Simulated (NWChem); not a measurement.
System: ammonium (NH$_{4}$ cation); SMILES [NH4+]

```xyz
5

N      0.0000     0.0000     0.0000
H     -0.5910    -0.5910    -0.5910
H      0.5910     0.5910    -0.5910
H     -0.5910     0.5910     0.5910
H      0.5910    -0.5910     0.5910
```
Atoms are numbered in this order, from 1.

Computed with NWChem. Pople sets run with spherical d functions. Geometry: optimised at PBE0-D3(BJ)/def2-TZVP. Isotropic indirect couplings, all four terms, static geometry, non-relativistic.

For level PBE/pcJ-1:

- J(14N atom 1, 1H atom 2) (Hz) = 53.0
- J(1H atom 2, 1H atom 3) (Hz) = -11.0

Problem. How do the values read with level B3LYP/6-31G** instead?

Solution. The J(14N atom 1, 1H atom 2) (Hz) is 56.2 and the J(1H atom 2, 1H atom 3) (Hz) comes out as -13.6.
